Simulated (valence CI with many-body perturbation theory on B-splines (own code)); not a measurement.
**E1 transitions of Eu³⁰⁺**

Calculated by configuration interaction combined with many-body perturbation theory (CI+MBPT): five valence electrons over a frozen Dirac-Fock core [Ar] 3d10, a basis of 9 s, 9 p, 8 d, 6 f, 3 g, 1 h functions for each j, with the one-electron correlation potential Σ1 (screened to all orders), the two-electron term Σ2, the three-electron term Σ3, Breit, model QED; selected single and double excitations, second order for the rest (own B-spline code, finite nucleus).

No measured spectrum was set against this ion. As an estimate, large intervals hold to a few tenths of a per cent, small ones and those within an open d or f shell to about a per cent. Among the levels kept, up to 250 cm⁻¹ of a level comes from second order outside the variational space, and about a tenth of that is noise between levels of different J, which matters for small intervals.

Lines 151 to 200 of 220 in falling wavelength, among levels below 1884500 cm⁻¹, chosen from the strongest by gf and those to the six lowest levels. Wavelengths and rates use the calculated energies. Electric multipoles are in the length gauge, E1 and E2 with the static RPA response of the core. Weak lines are less certain than strong ones. Lines between different terms over intervals too small for the method are left out, as are lines whose strength nearly cancels. Where a level lies close to another of its J and parity, the split of strength between their lines is uncertain. The highest levels of a list are the least certain.

Levels are named by their leading jj configuration (3d3/2^4 stands for four electrons in 3d with j = 3/2), which in mixed levels can hold well under half, so a name can repeat and another be missing. Letters in brackets count levels of one name in rising energy.

```tsv
λ vac (nm)	Upper	Lower	A (s⁻¹)	S (a.u.) with core polarisation	S without
9.721	(4s 4p1/2^2 4p3/2 4d5/2) J=5/2	(4s 4p1/2^2 4p3/2^2) J=5/2	5.89e+10	1.60e-01	1.70e-01
9.670	(4s 4p1/2^2 4p3/2 4d3/2) J=5/2 [b]	(4s 4p1/2^2 4p3/2^2) J=5/2	1.56e+10	4.18e-02	4.45e-02
9.603	(4s^2 4p3/2^2 4d3/2) J=3/2 [b]	(4s^2 4p3/2^3) J=3/2	2.14e+10	3.73e-02	3.98e-02
9.602	(4s^2 4p1/2 4p3/2 4d5/2) J=5/2 [a]	(4s^2 4p1/2 4p3/2^2) J=3/2	5.23e+10	1.37e-01	1.46e-01
9.588	(4s^2 4p1/2^2 4d5/2) J=5/2	(4s^2 4p1/2^2 4p3/2) J=3/2	1.14e+11	2.98e-01	3.17e-01
9.530	(4s^2 4p1/2 4p3/2 4d5/2) J=5/2 [b]	(4s^2 4p1/2 4p3/2^2) J=5/2	1.32e+11	3.38e-01	3.60e-01
9.525	(4s^2 4p1/2 4p3/2 4d3/2) J=3/2 [b]	(4s^2 4p1/2 4p3/2^2) J=3/2	5.59e+10	9.53e-02	1.02e-01
9.492	(4s^2 4p3/2^2 4d5/2) J=5/2 [a]	(4s^2 4p3/2^3) J=3/2	4.00e+06	1.01e-05	1.07e-05
9.406	(4s^2 4p1/2 4p3/2 4d5/2) J=3/2 [a]	(4s^2 4p1/2 4p3/2^2) J=5/2	2.13e+11	3.50e-01	3.74e-01
9.397	(4s^2 4p1/2 4p3/2 4d5/2) J=3/2 [b]	(4s^2 4p1/2 4p3/2^2) J=1/2	1.68e+11	2.76e-01	2.93e-01
9.325	(4s^2 4p1/2 4p3/2 4d5/2) J=7/2 [b]	(4s^2 4p1/2 4p3/2^2) J=5/2	1.82e+11	5.82e-01	6.18e-01
9.263	(4s^2 4p1/2 4p3/2 4d3/2) J=1/2 [b]	(4s^2 4p1/2 4p3/2^2) J=3/2	7.69e+10	6.04e-02	6.44e-02
9.230	(4s^2 4p1/2 4p3/2 4d5/2) J=5/2 [b]	(4s^2 4p1/2 4p3/2^2) J=3/2	8.86e+09	2.06e-02	2.19e-02
9.156	(4s^2 4p1/2 4p3/2 4d5/2) J=1/2	(4s^2 4p1/2 4p3/2^2) J=1/2	4.15e+11	3.15e-01	3.35e-01
9.113	(4s^2 4p1/2 4p3/2 4d5/2) J=3/2 [a]	(4s^2 4p1/2 4p3/2^2) J=3/2	1.33e+11	1.99e-01	2.12e-01
9.096	(4s^2 4p3/2^2 4d5/2) J=1/2	(4s^2 4p3/2^3) J=3/2	5.54e+11	4.12e-01	4.39e-01
9.068	(4s^2 4p1/2 4p3/2 4d5/2) J=5/2 [c]	(4s^2 4p1/2 4p3/2^2) J=5/2	1.27e+11	2.80e-01	2.98e-01
9.031	(4s^2 4p1/2 4p3/2 4d5/2) J=3/2 [b]	(4s^2 4p1/2 4p3/2^2) J=5/2	1.40e+08	2.03e-04	2.24e-04
8.974	(4s^2 4p3/2^2 4d5/2) J=3/2	(4s^2 4p3/2^3) J=3/2	4.04e+11	5.76e-01	6.13e-01
8.796	(4s^2 4p1/2 4p3/2 4d5/2) J=5/2 [c]	(4s^2 4p1/2 4p3/2^2) J=3/2	3.40e+11	6.86e-01	7.30e-01
8.775	(4s^2 4p3/2^2 4d5/2) J=5/2 [b]	(4s^2 4p3/2^3) J=3/2	6.00e+11	1.20e+00	1.28e+00
8.761	(4s^2 4p1/2 4p3/2 4d5/2) J=3/2 [b]	(4s^2 4p1/2 4p3/2^2) J=3/2	1.19e+08	1.57e-04	1.66e-04
8.712	(4s 4p1/2 4p3/2^3) J=3/2 [a]	(4s^2 4p1/2^2 4p3/2) J=3/2	1.07e+10	1.40e-02	1.49e-02
8.551	(4s^2 4p1/2 4p3/2 4d5/2) J=1/2	(4s^2 4p1/2 4p3/2^2) J=3/2	2.45e+09	1.51e-03	1.63e-03
8.430	(4s 4p1/2 4p3/2^3) J=5/2	(4s^2 4p1/2^2 4p3/2) J=3/2	3.15e+07	5.59e-05	5.78e-05
8.426	(4s 4p3/2^4) J=1/2	(4s^2 4p1/2 4p3/2^2) J=1/2	3.58e+10	2.11e-02	2.25e-02
8.340	(4s^2 4p1/2 4p3/2 4d3/2) J=3/2 [a]	(4s^2 4p1/2^2 4p3/2) J=3/2	8.43e+08	9.65e-04	1.03e-03
8.331	(4s^2 4p1/2 4p3/2 4d3/2) J=1/2 [a]	(4s^2 4p1/2^2 4p3/2) J=3/2	1.40e+10	7.98e-03	8.53e-03
8.200	(4s^2 4p1/2 4p3/2 4d3/2) J=5/2	(4s^2 4p1/2^2 4p3/2) J=3/2	2.36e+09	3.85e-03	4.10e-03
7.990	(4s^2 4p3/2^2 4d3/2) J=1/2	(4s^2 4p1/2 4p3/2^2) J=1/2	7.99e+08	4.02e-04	4.36e-04
7.952	(4s^2 4p3/2^2 4d3/2) J=3/2 [a]	(4s^2 4p1/2 4p3/2^2) J=1/2	4.72e+10	4.69e-02	5.01e-02
7.911	(4s 4p3/2^4) J=1/2	(4s^2 4p1/2 4p3/2^2) J=3/2	5.51e+10	2.69e-02	2.88e-02
7.852	(4s 4p1/2 4p3/2^3) J=1/2	(4s^2 4p1/2^2 4p3/2) J=3/2	7.93e+10	3.79e-02	4.05e-02
7.768	(4s^2 4p3/2^2 4d5/2) J=7/2	(4s^2 4p1/2 4p3/2^2) J=5/2	2.45e+10	4.53e-02	4.83e-02
7.698	(4s 4p1/2 4p3/2^3) J=3/2 [b]	(4s^2 4p1/2^2 4p3/2) J=3/2	1.47e+11	1.32e-01	1.41e-01
7.689	(4s^2 4p3/2^2 4d3/2) J=3/2 [a]	(4s^2 4p1/2 4p3/2^2) J=5/2	1.45e+11	1.30e-01	1.39e-01
7.656	(4s^2 4p3/2^2 4d3/2) J=5/2	(4s^2 4p1/2 4p3/2^2) J=5/2	3.56e+11	4.73e-01	5.05e-01
7.556	(4s^2 4p1/2 4p3/2 4d5/2) J=5/2 [a]	(4s^2 4p1/2^2 4p3/2) J=3/2	4.00e+11	5.12e-01	5.46e-01
7.526	(4s^2 4p3/2^2 4d3/2) J=3/2 [b]	(4s^2 4p1/2 4p3/2^2) J=1/2	5.34e+11	4.49e-01	4.79e-01
7.525	(4s^2 4p3/2^2 4d3/2) J=1/2	(4s^2 4p1/2 4p3/2^2) J=3/2	4.75e+11	2.00e-01	2.14e-01
7.508	(4s^2 4p1/2 4p3/2 4d3/2) J=3/2 [b]	(4s^2 4p1/2^2 4p3/2) J=3/2	4.79e+11	4.01e-01	4.28e-01
7.492	(4s^2 4p3/2^2 4d3/2) J=7/2	(4s^2 4p1/2 4p3/2^2) J=5/2	6.72e+11	1.12e+00	1.19e+00
7.492	(4s^2 4p3/2^2 4d3/2) J=3/2 [a]	(4s^2 4p1/2 4p3/2^2) J=3/2	4.78e+11	3.96e-01	4.23e-01
7.461	(4s^2 4p3/2^2 4d3/2) J=5/2	(4s^2 4p1/2 4p3/2^2) J=3/2	2.66e+11	3.27e-01	3.49e-01
7.344	(4s^2 4p1/2 4p3/2 4d3/2) J=1/2 [b]	(4s^2 4p1/2^2 4p3/2) J=3/2	5.76e+11	2.25e-01	2.41e-01
7.324	(4s^2 4p1/2 4p3/2 4d5/2) J=5/2 [b]	(4s^2 4p1/2^2 4p3/2) J=3/2	2.66e+11	3.09e-01	3.30e-01
7.290	(4s^2 4p3/2^2 4d3/2) J=3/2 [b]	(4s^2 4p1/2 4p3/2^2) J=5/2	3.17e+05	2.43e-07	4.19e-07
7.250	(4s^2 4p1/2 4p3/2 4d5/2) J=3/2 [a]	(4s^2 4p1/2^2 4p3/2) J=3/2	1.43e+11	1.07e-01	1.15e-01
7.226	(4s^2 4p3/2^2 4d5/2) J=5/2 [a]	(4s^2 4p1/2 4p3/2^2) J=5/2	8.11e+08	9.06e-04	9.61e-04
7.212	(4s^2 4p3/2^2 4d5/2) J=1/2	(4s^2 4p1/2 4p3/2^2) J=1/2	1.76e+08	6.51e-05	7.00e-05
```
